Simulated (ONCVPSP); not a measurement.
Potentials for ruthenium (Ru) compared

Generated with ld1.x 7.5 (TM, RRKJ, ultrasoft, PAW), atompaw 4.2 or ONCVPSP 4.0.1. The cutoff is in Ry: for ld1.x and atompaw files where the sum of valence levels is converged to 10 mRy in a Bessel basis, for ONCV files where the hardest occupied wave has 1 mHa per electron of residual kinetic energy. The error is the largest all-electron minus pseudo excitation energy over each file’s own four to seven test configurations (ionisations up to +4, promotions, holes and added fractions of an electron), all of which were solved. The labels leave out finer settings (local radius, basis sizes, second energies), which also bear on the numbers. Spin-polarised tests are not counted. The rows are a selection from randomly drawn settings: files with unsolved tests, undetermined cutoffs or missed reference levels are left out.

A true bound ghost makes a file unfit for plane-wave use even where its test errors are small: the radial tests pick states by their node count and pass the ghost by.

| potential | cutoff (Ry) | largest error (meV) | bound ghosts |
| --- | --- | --- | --- |
| ONCV, LDA (Perdew-Zunger), scalar-relativistic, rc 1.05/1.60/2.30 (spd), local smoothed, core correction yes, reference 4s2 4p6 4d6.5, qcut 6/9.1/7.3, projectors 2/1/1 | 334 | -2.0 | none |
| ONCV, PBE, scalar-relativistic, rc 2.30/1.25/1.85 (spd), local smoothed, core correction yes, reference 4p6 4d7.5 5s0.5, qcut 1.6/4.1/6.2, projectors 2/2/2 | 52 | +13 | s |
| ONCV, PBE, scalar-relativistic, rc 1.85/1.60/1.60 (spd), local d, core correction yes, reference 4s2 4p6 4d7 5s1, qcut 6.7/8.3/9.4, projectors 2/2/0 | 52 | -2.9 | none |

Fill in the row for Ru: ONCV, PW91, scalar-relativistic, rc 1.85/1.25/2.35 (spd), local smoothed, core correction yes, reference 4s2 4p6 4d7 5s1, qcut 5.4/5.4/5.6, projectors 2/2/2.

cutoff 280 Ry, largest error +98 meV, bound ghosts: none.

Fill in the row for Ru: ONCV, PBEsol, scalar-relativistic, rc 2.70/1.60/1.45 (spd), local d, core correction yes, reference 4p6 4d7 5s1, qcut 2.5/8.3/6.5, projectors 2/1/0.

cutoff 44 Ry, largest error +20 meV, bound ghosts: s.
